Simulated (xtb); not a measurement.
xtb input:

```bash
xtb mol.xyz --gfn 1 --sp --chrg 0 --uhf 0
```
mol.xyz:
```
4

F     -0.86149333     1.46472987     0.01004485
In     0.14042811    -0.23875896    -0.00163737
H     -0.94612004    -1.55482742     0.00889083
H      1.81858250     0.07144760    -0.01906358
```

Task: Which total energy does the run end on?

Result: -7.76283 Eh (GFN1-xTB).
